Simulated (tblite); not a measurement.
Species: C6H9BrF2Si.
SMILES with atom numbers: `[CH2:1]=[C:2]([CH2:3][SiH3:4])[CH2:5]/[C:6]([F:7])=[C:8](/[F:9])[Br:10]` (hydrogens: H11, H12 on C1; H13, H14 on C3; H15, H16, H17 on Si4; H18, H19 on C5)

Computed with GFN2-xTB (tblite), gas phase: L-BFGS steps from a force-field or distance-geometry start until the largest atomic force falls under 0.01 eV/Å.

Step 49: E = -888.6332 eV
```
atom  x, y, z in Å  |  force x, y, z in eV/Å
C1     -0.5863   -1.9475   -0.1980    0.029  -0.010  -0.026
C2     -0.3418   -0.6463   -0.1941    0.007  -0.002   0.040
C3     -1.0552    0.3241   -1.0715    0.003  -0.016   0.034
Si4    -2.3588    1.3508   -0.1157    0.003   0.000  -0.001
C5      0.6816   -0.0581    0.7584    0.022   0.006   0.010
C6      1.8525    0.4887    0.0126   -0.011  -0.006  -0.039
F7      1.7620    1.7888   -0.3406   -0.015  -0.003   0.011
C8      2.9339   -0.1836   -0.3738    0.010   0.002   0.022
F9      3.9269    0.3666   -1.0743    0.006  -0.012   0.003
Br10    3.2359   -1.9912    0.0436   -0.024   0.015  -0.016
H11    -0.0712   -2.6307    0.4554   -0.015  -0.002  -0.008
H12    -1.3082   -2.3793   -0.8696   -0.009  -0.008   0.013
H13    -0.3440    1.0063   -1.5401   -0.021  -0.019   0.005
H14    -1.5623   -0.2213   -1.8681    0.029   0.033  -0.023
H15    -3.2666    0.4201    0.5579    0.006   0.029  -0.019
H16    -1.6969    2.1926    0.8871   -0.022  -0.001  -0.025
H17    -3.0570    2.1927   -1.0867   -0.008  -0.013   0.027
H18     0.2281    0.7620    1.3188    0.008   0.009  -0.010
H19     1.0176   -0.8252    1.4567    0.002  -0.001   0.000
```

Step 50: E = -888.6337 eV
```
atom  x, y, z in Å  |  force x, y, z in eV/Å
C1     -0.5829   -1.9453   -0.1975    0.030  -0.016  -0.018
C2     -0.3397   -0.6436   -0.1934    0.014  -0.007   0.055
C3     -1.0529    0.3269   -1.0713    0.020  -0.035   0.048
Si4    -2.3614    1.3485   -0.1174    0.002   0.001   0.003
C5      0.6827   -0.0545    0.7607    0.001  -0.005   0.012
C6      1.8549    0.4896    0.0149   -0.024  -0.003  -0.018
F7      1.7728    1.7926   -0.3297   -0.019  -0.005   0.008
C8      2.9309   -0.1878   -0.3768    0.005   0.012   0.021
F9      3.9256    0.3603   -1.0756    0.024  -0.010  -0.008
Br10    3.2205   -1.9987    0.0299   -0.019  -0.002  -0.014
H11    -0.0685   -2.6289    0.4573   -0.023   0.017  -0.022
H12    -1.3037   -2.3785   -0.8697   -0.003  -0.001   0.017
H13    -0.3411    1.0094   -1.5386   -0.025  -0.014   0.006
H14    -1.5569   -0.2204   -1.8679    0.019   0.031  -0.042
H15    -3.2630    0.4153    0.5607    0.003   0.024  -0.020
H16    -1.7051    2.1971    0.8828   -0.015   0.003  -0.022
H17    -3.0661    2.1826   -1.0899   -0.010  -0.009   0.022
H18     0.2281    0.7670    1.3190    0.020  -0.005  -0.017
H19     1.0160   -0.8224    1.4606    0.000   0.022  -0.013
```

Step 51: E = -888.6343 eV
```
atom  x, y, z in Å  |  force x, y, z in eV/Å
C1     -0.5777   -1.9423   -0.1971    0.024  -0.019  -0.004
C2     -0.3367   -0.6401   -0.1915    0.014  -0.014   0.054
C3     -1.0494    0.3299   -1.0707    0.030  -0.046   0.048
Si4    -2.3644    1.3451   -0.1196    0.002   0.000   0.003
C5      0.6840   -0.0496    0.7639   -0.022  -0.016   0.010
C6      1.8577    0.4910    0.0177   -0.030   0.002   0.009
F7      1.7866    1.7978   -0.3147   -0.023  -0.008   0.004
C8      2.9267   -0.1931   -0.3806    0.000   0.023   0.016
F9      3.9240    0.3513   -1.0780    0.039  -0.007  -0.018
Br10    3.1989   -2.0087    0.0113   -0.012  -0.019  -0.011
H11    -0.0654   -2.6258    0.4598   -0.024   0.027  -0.031
H12    -1.2976   -2.3772   -0.8697    0.003   0.009   0.017
H13    -0.3376    1.0133   -1.5364   -0.023  -0.005   0.013
H14    -1.5489   -0.2183   -1.8688    0.007   0.025  -0.052
H15    -3.2572    0.4086    0.5643   -0.004   0.013  -0.017
H16    -1.7158    2.2028    0.8766   -0.004   0.011  -0.014
H17    -3.0783    2.1688   -1.0933   -0.013  -0.002   0.012
H18     0.2279    0.7739    1.3188    0.031  -0.015  -0.019
H19     1.0136   -0.8179    1.4660    0.003   0.042  -0.020
```

Problem. Estimate the geometry and energy of step 52. (The exact step hangs on the optimiser's Hessian estimate; all steps are aligned on step 51, rigid shifts and turns removed.)

Solution. E = -888.6350 eV, largest force 0.056 eV/Å
```
atom  x, y, z in Å  |  force x, y, z in eV/Å
C1     -0.5713   -1.9390   -0.1969    0.008  -0.019   0.011
C2     -0.3329   -0.6363   -0.1885    0.005  -0.019   0.033
C3     -1.0446    0.3327   -1.0693    0.023  -0.042   0.029
Si4    -2.3677    1.3408   -0.1221    0.004  -0.001   0.000
C5      0.6851   -0.0439    0.7677   -0.034  -0.021   0.003
C6      1.8604    0.4927    0.0210   -0.022   0.006   0.031
F7      1.8022    1.8036   -0.2968   -0.027  -0.011  -0.001
C8      2.9215   -0.1988   -0.3851   -0.001   0.027   0.007
F9      3.9226    0.3402   -1.0811    0.042  -0.008  -0.018
Br10    3.1720   -2.0207   -0.0110   -0.005  -0.027  -0.011
H11    -0.0620   -2.6217    0.4627   -0.012   0.020  -0.026
H12    -1.2902   -2.3756   -0.8694    0.006   0.017   0.009
H13    -0.3334    1.0178   -1.5333   -0.016   0.005   0.024
H14    -1.5386   -0.2152   -1.8710   -0.001   0.015  -0.048
H15    -3.2501    0.4005    0.5683   -0.013   0.000  -0.012
H16    -1.7284    2.2098    0.8691    0.009   0.019  -0.005
H17    -3.0930    2.1522   -1.0969   -0.015   0.004   0.001
H18     0.2281    0.7820    1.3181    0.035  -0.016  -0.014
H19     1.0106   -0.8117    1.4723    0.013   0.050  -0.014
```

The energy changes by -0.0007 eV. The first-order estimate −F·Δx gives -0.0009 eV and the mean of the old and new forces, exact on a quadratic surface, -0.0007 eV. The step makes an angle of 85° with the force vector and moves no atom by more than 0.037 Å.

The cost below is that of the whole relaxation. On one thread, Arm Neoverse V1 (aarch64), no GPU, shared host, this took 0.93 s wall.
